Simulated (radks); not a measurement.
Coherent X-ray form factor from a spherical all-electron density. Calculated with a radial shooting solver on a logarithmic mesh with Libxc functionals: scalar-relativistic Kohn-Sham, PBE, spin-polarised, spherical densities, point nucleus.

| sin(theta)/lambda (1/angstrom) | f0 (electrons) |
|---|---|
| 0.05 | 42.628 |
| 0.1 | 41.556 |
| 0.15 | 39.899 |
| 0.2 | 37.822 |
| 0.25 | 35.506 |
| 0.3 | 33.121 |
| 0.4 | 28.636 |
| 0.5 | 24.959 |
| 0.6 | 22.161 |
| 0.8 | 18.378 |
| 1 | 15.642 |
| 1.25 | 12.636 |
| 1.5 | 10.080 |
| 2 | 6.860 |

The species is in the configuration that NIST lists as its ground one. Which atom or ion scatters so?

Answer. The cadmium ion Cd5+, [Kr] 4d7. Extrapolating in s^2 from the first two rows gives f0(0) = 43.0, near the electron count 43; among species with that count, the fall with angle is slower the higher Z, and the table is that of Z = 48; from so few rows the species is fixed only to a neighbour or two.
